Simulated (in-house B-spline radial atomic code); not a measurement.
# RPA and G0W0 on TPSS: Mg²⁺

Configuration [He] 2s2 2p6, mean-field start TPSS. Computed with a B-spline radial code for spherical atoms: all electrons, scalar-relativistic (spin-free one-electron X2C), finite nucleus, each spin shell either full or empty, empty states to l = 9 with an (l + 1/2)⁻⁴ tail; G0W0 by contour deformation at full frequency.

Command:
```bash
python run_gw.py task.json out
```
Settings (radii: box in bohr, nucleus in fm):
```
Z                        12
electrons                10
configuration            [He] 2s2 2p6
hamiltonian              x2c
method                   tpss,tpss
lmax                     9
rms_radius               3.057
spin_polarised           False
box_radius               17.55
intervals                71
```

Time taken, with all properties: 0.7 s on 1 thread of Intel(R) Xeon(R) 6975P-C, with other jobs on the host.

Energies (hartree):

```json
{"term": "mean-field total", "value": "-199.56991"}
{"term": "Hartree-Fock functional on these orbitals", "value": "-199.13178"}
{"term": "direct second order", "value": "-0.69268"}
{"term": "second-order exchange", "value": "0.24479"}
{"term": "SOSEX correction", "value": "0.22235"}
```

(1) What is the RPA correlation energy, and what remains with SOSEX?

Quasi-particle levels (eV):

```json
{"level": "2p", "occupied": "yes", "mean field": "-67.04", "Σx - vxc": "-15.07", "Σc": "?", "QP weight": "?", "G0W0": "?"}
{"level": "3s", "occupied": "no", "mean field": "-18.106", "Σx - vxc": "3.76", "Σc": "-0.45", "QP weight": "0.995", "G0W0": "-14.797"}
```

G0W0 = mean field + (Σx - vxc) + Σc, with Σc (partial-wave tail included) taken at the quasi-particle energy. Levels of low weight are left out.

(2) Where does G0W0 put 2p?

Results:

(1) RPA gives -0.60394 hartree (-1.64 eV per electron); RPA + SOSEX gives -0.38159, and the second-order doubles -0.44789 hartree (no singles). RPA lacks exchange-type terms and so overcorrelates at short range.

(2) At -79.67 eV, with Σc = 2.43 eV and a quasi-particle weight of 0.939. The tabulated removal energy is 80.144 eV (NIST, measured); the calculation leaves out spin-orbit coupling, Breit and QED terms, and what these don't explain is the method's own error.
